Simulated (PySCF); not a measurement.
Compound: In(SiH3)3.
Bonds: In1–Si2, In1–Si6, In1–Si10. Hydrogens: H3, H4, H5 on Si2; H7, H8, H9 on Si6; H11, H12, H13 on Si10.

Computed by this run: PBE0-D3(BJ)/def2-SVP geometry optimisation, gas phase, def2 core potentials past Kr (PySCF); density fitting, grid level 1; the optimiser is geomeTRIC in internal coordinates, started from a GFN2-xTB structure with every atom displaced at random (about 0.03 Å).

The end geometry, which sets the zero of energy:
```
atom  x, y, z in Å
In1    -0.0009   -0.0124    0.0125
Si2     2.5926    0.0130   -0.0279
H3      3.1791    1.3884    0.0446
H4      3.0894   -0.6267   -1.2899
H5      3.1446   -0.7810    1.1176
Si6    -1.2976    2.2360    0.0182
H7     -0.8098    3.1230    1.1235
H8     -2.7784    2.0816    0.1724
H9     -1.0475    2.9582   -1.2721
Si10   -1.2895   -2.2644    0.0249
H11    -0.4040   -3.4688   -0.0520
H12    -2.2443   -2.3237   -1.1292
H13    -2.1030   -2.3752    1.2796
```

Problem. These geometries come from the run, each turned onto the end geometry. Order them by energy, lowest first.
A.
```
atom  x, y, z in Å
In1     0.0164   -0.0382    0.0021
Si2     2.6040    0.0245   -0.0371
H3      3.1444    1.4224    0.0375
H4      3.2007   -0.5806   -1.2738
H5      3.1825   -0.7544    1.1100
Si6    -1.2733    2.2060    0.0020
H7     -0.7686    3.0824    1.1128
H8     -2.7492    2.0187    0.1957
H9     -1.0687    2.9702   -1.2751
Si10   -1.3393   -2.2477    0.0419
H11    -0.4441   -3.4490   -0.0457
H12    -2.2876   -2.3251   -1.1215
H13    -2.1866   -2.3813    1.2735
```
B.
```
atom  x, y, z in Å
In1     0.0523   -0.0736    0.0101
Si2     2.6193   -0.0153   -0.0310
H3      3.1683    1.3445    0.0247
H4      3.3036   -0.6098   -1.2569
H5      3.2138   -0.7756    1.0753
Si6    -1.3352    2.3142   -0.0050
H7     -0.8494    3.2105    1.0767
H8     -2.7363    2.1629    0.1757
H9     -1.1689    3.0760   -1.2006
Si10   -1.3262   -2.3035    0.0515
H11    -0.4525   -3.4806   -0.0539
H12    -2.2661   -2.4295   -1.0727
H13    -2.1923   -2.4722    1.2284
```
C.
```
atom  x, y, z in Å
In1     0.0158   -0.0354    0.0001
Si2     2.6063    0.0179   -0.0366
H3      3.1460    1.4137    0.0455
H4      3.1659   -0.5968   -1.2841
H5      3.1714   -0.7601    1.1155
Si6    -1.2800    2.2161    0.0062
H7     -0.7828    3.0933    1.1166
H8     -2.7572    2.0358    0.1911
H9     -1.0668    2.9684   -1.2754
Si10   -1.3236   -2.2554    0.0363
H11    -0.4387   -3.4624   -0.0427
H12    -2.2686   -2.3145   -1.1277
H13    -2.1569   -2.3727    1.2773
```

Solution. C (0.005 eV), A (0.015 eV), B (0.321 eV).

In the order of the answer:

```csv
step,E above end (eV),largest force (eV/Å),rms force component (eV/Å),rms distance from end (Å),rms bond change (Å),bond most changed (Å)
2,0.005,0.10,0.033,0.042,0.002,Si6–H8 +0.003
1,0.015,0.25,0.070,0.060,0.004,In1–Si6 -0.007
0,0.321,2.18,0.601,0.113,0.061,In1–Si6 +0.166
```

What follows is the cost of the whole optimisation. Time: 47 s; peak memory 0.51 GiB. Hardware: one thread, AMD EPYC 7B13 (x86_64), no GPU (shared host).
